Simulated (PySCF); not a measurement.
Correlation energy of Cd³⁺ (cadmium, charge +3)

[Kr] 4d9, 2D determinant. Computed with PySCF 2.14 in x2c-TZVPPall, with the spin-free X2C one-electron Hamiltonian (Gaussian nucleus). Frozen: [Kr]; 9 electrons correlated.

```tsv
level	correlation energy (mhartree)
CCSD	-270.14
(T)	-5.57
CCSD(T)	-275.71
```

Diagnostics: T1 = 0.00077, D1 = 0.0016, largest double amplitude 0.027.

Q: Is a single reference adequate?

A: Yes, within this model without spin-orbit coupling: T1 lies below 0.03 and no double amplitude reaches 0.07.
